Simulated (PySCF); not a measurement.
H4OSi, SMILES O[SiH3].

Geometry optimised at B3LYP-D3(BJ)/def2-TZVP.

Calculation: CAM-B3LYP/def2-TZVPD (PySCF).

Gas-phase values at a fixed geometry.

* **total energy**: -367.18130 hartree
* **point group**: Cs
* **highest occupied level**: -10.23 eV
* **lowest empty level**: 0.37 eV
* **orbital gap**: 10.61 eV
* **dipole moment**: 1.31 D
* **quadrupole, principal values (traceless, Buckingham form, about the centre of nuclear charge)**: -3.63, -1.64, 5.27 D·Å
* **mean static polarisability**: 33.1 bohr³ (4.91 Å³)
* **polarisability, principal values**: 32.7, 33.0, 33.7 bohr³
